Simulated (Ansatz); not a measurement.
**Abstraction of Cl: CHBr2Cl + CH2F → CHBr2 + CH2ClF**

Species: CHBr2Cl (chlorodibromomethane) `ClC(Br)Br`, singlet; CH2F `[CH2]F`, doublet; CHBr2 `Br[CH]Br`, doublet; CH2ClF (chlorofluoromethane) `FCCl`, singlet. A radical takes Cl: the energy is the difference in strength between two C–Cl bonds in different surroundings.

Shapes, held fixed at every level: PBE0-D4/def2-TZVP. Programs: Ansatz 0.2.0. The zero-point and thermal change to 298 K, harmonic and unscaled (PBE0-D4/def2-TZVP), is +4.4 kJ/mol.

```csv
level,kind,ΔH(298 K) (kJ/mol),less CCSD(T)/def2-TZVPP
HF/def2-SVP,Hartree–Fock,-55.9,-11.1
HF/def2-TZVPP,Hartree–Fock,-52.8,-8.0
SPW92/def2-TZVPP,LDA,-53.1,-8.3
PBE0-D4/def2-TZVPP,global hybrid,-47.8,-3.0
B2PLYP/def2-TZVPP,double hybrid,-46.9,-2.1
CCSD/def2-SVP,coupled cluster or CI,-46.6,-1.8
CCSD/def2-TZVPP,coupled cluster or CI,-46.9,-2.1
CCSD(T)/def2-TZVPP,coupled cluster or CI,-44.8,0.0
```

The highest level, CCSD(T)/def2-TZVPP, gives ΔH(298 K) = -44.8 kJ/mol; the levels span -55.9 to -44.8. The column of differences is taken from that level and isn't an error. No measured value is set beside it here. Open shells run unrestricted unless RO is named. Relativity is left out for Br unless named. Correlated rows may include outer-core shells of Br, which these sets cover unevenly.
